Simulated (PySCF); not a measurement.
A structure optimised at PBE-D3(BJ)/def2-SVPD, used in a PySCF frequency run:

```xyz
6

O     -0.7920     1.3748     0.0000
S      0.0555    -0.1522     0.0000
O      1.4930     0.3076     0.0000
O     -0.4034    -0.8139     1.2610
O     -0.4034    -0.8139    -1.2610
H     -0.0407     1.9974     0.0000
```
Charge -1, spin multiplicity 1.

Task: Write its SMILES, formula and point group.

Result: O=S(=O)([O-])O, HO4S, Cs

Task: What are its rotational constants (standard atomic weights)?

Result: 4.9602, 4.6555, 4.6501 GHz
